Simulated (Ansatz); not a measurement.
Compare A (`O[SiH]1[CH2][AlH]1`) with its isomer B (`C1[O][AlH][SiH2]1`).

Computed with Ansatz on PBE0-D4/def2-TZVP structures; ΔE is electronic, products minus reactants. CCSD(T)/CBS is the MP2 limit (def2-TZVPP, def2-QZVPP) plus CCSD(T) − MP2 in def2-TZVPP, frozen cores. Functionals use def2-TZVPP. B3LYP here is the variant with VWN-RPA as its local correlation; programs differ in this. One conformer a species, not always the lowest.

**Question.** Which is lower in electronic energy at CCSD(T)/CBS, and by how much? (Best estimate.)

**Answer.** Computed: B, by 7.3 kcal/mol.

**Question.** Give E(B) − E(A) in kcal/mol with CCSD(T)/def2-SVP, HF/def2-TZVPP, LDA (SPW92), ωB97M-V, r2SCAN-D4, B3LYP-D4, BLYP-D4. (Best estimate.)

**Answer.** Ansatz gave: CCSD(T)/def2-SVP -15.0, HF/def2-TZVPP -9.6, LDA (SPW92) -7.7, ωB97M-V -7.9, r2SCAN-D4 -6.9, B3LYP-D4 -9.2, BLYP-D4 -9.8. None reverses the order clearly.

**Question.** Does the order hold for the free energy at 298.15 K (harmonic terms from PBE0-D4)? (Best estimate.)

**Answer.** Ansatz gave: Yes: G(B) − G(A) = -5.0 kcal/mol, for one conformer each. Modes under 60 cm⁻¹, often nearly free rotors, make the harmonic entropy too high.

Largest T1 diagnostic: 0.016.

At CCSD(T), def2-SVP lies −7.7 kcal/mol from the extrapolated value and def2-TZVPP −1.0 kcal/mol. Leaving LDA and LC-ωPBE aside and taking each functional with its dispersion term where it has one, the values, not all of them listed here, spread over 4.1 kcal/mol, from ωB97X-V to B97M-V.
